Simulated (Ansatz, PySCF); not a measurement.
H3Sb, SMILES [SbH3] (connectivity only; charge and spin as stated), charge +1, multiplicity 2. Atoms are numbered in the order given.

```xyz
4

Sb     0.0000     0.0000    -0.0280
H     -1.3776    -0.7953    -0.5788
H      0.0000     1.5907    -0.5788
H      1.3776    -0.7954    -0.5788
```
Charge +1, spin multiplicity 2.

Geometry optimised at B3LYP-D3(BJ)/def2-TZVPD. The multiplicity is an assumed one; other spin states were not compared. The def2 effective core potentials stand for the cores of Sb; spin–orbit coupling is left out.

Two levels are set side by side: PBE-D3(BJ)/def2-TZVPD (Ansatz, a quantum-chemistry and plane-wave program) and B3LYP-D3(BJ)/def2-TZVPD (Ansatz). Each level has its own optimised geometry; the coordinates shown are those of the second. Frequencies come from the Hessian of PySCF at each geometry. Differences are taken from unrounded values.

```json
[
 {"quantity": "mean bond length (Å)", "B3LYP-D3(BJ)": "1.683", "PBE-D3(BJ)": "1.694", "PBE-D3(BJ) minus B3LYP-D3(BJ)": "0.011"},
 {"quantity": "bond Sb1–H2 (Å)", "B3LYP-D3(BJ)": "1.683", "PBE-D3(BJ)": "1.694", "PBE-D3(BJ) minus B3LYP-D3(BJ)": "0.011"},
 {"quantity": "bond Sb1–H3 (Å)", "B3LYP-D3(BJ)": "1.683", "PBE-D3(BJ)": "1.694", "PBE-D3(BJ) minus B3LYP-D3(BJ)": "0.011"},
 {"quantity": "bond Sb1–H4 (Å)", "B3LYP-D3(BJ)": "1.683", "PBE-D3(BJ)": "1.694", "PBE-D3(BJ) minus B3LYP-D3(BJ)": "0.011"},
 {"quantity": "highest harmonic wavenumber (cm⁻¹)", "B3LYP-D3(BJ)": "2062", "PBE-D3(BJ)": "2009", "PBE-D3(BJ) minus B3LYP-D3(BJ)": "-53"},
 {"quantity": "mean harmonic wavenumber (cm⁻¹)", "B3LYP-D3(BJ)": "1382", "PBE-D3(BJ)": "1340", "PBE-D3(BJ) minus B3LYP-D3(BJ)": "-42"},
 {"quantity": "zero-point energy (kcal/mol)", "B3LYP-D3(BJ)": "11.85", "PBE-D3(BJ)": "11.49", "PBE-D3(BJ) minus B3LYP-D3(BJ)": "-0.36"}
]
```

GGA bonds tend to be longer and softer than those of functionals with exact exchange. Differences between two approximate levels are no errors against the true value.
